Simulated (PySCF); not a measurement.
The PySCF input:
```python
from pyscf import gto, scf, dft

mol = gto.M(
    atom='''
Te   -0.066520    0.121881    0.330785
F    -1.167893   -1.076882   -0.587391
F     0.089023    1.213257   -1.178457
F     1.463208   -0.840579   -0.145352
''',
    basis='sto-3g',
    charge=1,
    spin=0,
    verbose=4,
)

mf = dft.RKS(mol)
mf.xc = 'pbe'
mf.grids.atom_grid = (99, 590)
mf.grids.prune = None
mf.kernel()
```

Problem. What HOMO energy does PBE/STO-3G (PySCF) give?

Solution. -11.61 eV

Problem. Predict the nuclear repulsion energy from PBE/STO-3G.

Solution. 445.5329 Eh

Problem. Estimate the number of basis functions that PBE/STO-3G returns for this input.

Solution. 42

Problem. What is the computed HOMO-LUMO gap (PBE/STO-3G)?

Solution. 4.67 eV
